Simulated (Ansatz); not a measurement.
Si10H18S⁺, a cluster cut from the lattice of silicon (1 of the caps SH), relaxed as a doublet with UKS PBE-D4/def2-SVP in Ansatz, starting from the PBE-D4/def2-SVP geometry of the neutral singlet. Force threshold 0.03 eV/Å.

Start:

```xyz
29

Si   -2.038   -1.452    1.313
Si   -1.527    1.703    3.398
Si    0.383   -2.304   -1.534
Si    3.302   -0.020   -2.326
Si    0.894    0.915    0.525
Si   -0.698   -0.553   -0.399
Si   -0.231    2.638    1.667
Si   -3.150    0.282    2.451
Si    2.217    1.760   -1.228
Si    1.675   -1.426   -3.291
S    -1.084   -3.656   -2.398
H    -3.016   -2.450    0.739
H    -1.136   -2.186    2.273
H    -2.179    2.778    4.231
H    -0.629    0.888    4.294
H    -1.791   -3.813   -1.241
H     1.297   -3.000   -0.552
H     4.256    0.491   -3.377
H     4.092   -0.810   -1.314
H     1.756    0.139    1.491
H    -1.559    0.215   -1.371
H    -1.143    3.328    0.684
H     0.744    3.655    2.204
H    -3.973    1.064    1.458
H    -4.075   -0.266    3.509
H     1.303    2.458   -2.205
H     3.213    2.766   -0.710
H     0.783   -0.616   -4.194
H     2.313   -2.528   -4.098
```

Estimate the energy that the relaxation releases and the steps that it takes.

7.5 kcal/mol, in 14 steps; 2.9 min on 4 threads of Arm Neoverse V1 on a shared host. The force fell under the threshold at step 13, but the optimiser went on. No frequencies were taken in this run, so the end may be a saddle point.

Does the start keep its bonding and symmetry?

By distances, no bond broke or formed. The bond that changes most is Si3–Si6, from 2.35 to 2.42 Å (atoms count from 1).

Predict the relaxed structure.


```tsv
atom	x (Å)	y (Å)	z (Å)
Si1	-2.116	-1.438	1.256
Si2	-1.468	1.704	3.383
Si3	0.312	-2.287	-1.427
Si4	3.286	0.007	-2.285
Si5	0.920	0.923	0.518
Si6	-0.781	-0.397	-0.389
Si7	-0.254	2.684	1.615
Si8	-3.140	0.341	2.445
Si9	2.310	1.829	-1.159
Si10	1.586	-1.335	-3.212
S11	-1.201	-3.557	-2.305
H12	-3.089	-2.371	0.590
H13	-1.172	-2.213	2.137
H14	-2.094	2.792	4.216
H15	-0.534	0.872	4.218
H16	-1.054	-4.585	-1.419
H17	1.085	-3.052	-0.391
H18	4.125	0.480	-3.445
H19	4.098	-0.835	-1.342
H20	1.681	0.064	1.494
H21	-1.574	0.322	-1.447
H22	-1.173	3.283	0.585
H23	0.770	3.699	2.048
H24	-3.973	1.118	1.464
H25	-4.013	-0.295	3.496
H26	1.432	2.602	-2.104
H27	3.339	2.726	-0.529
H28	0.604	-0.549	-4.034
H29	2.089	-2.530	-3.977
```
Bond lengths: 11 × Si–Si 2.34 to 2.42 Å; 1 × S–Si 2.16 Å; 17 × H–Si 1.50 to 1.51 Å; 1 × H–S 1.37 Å.
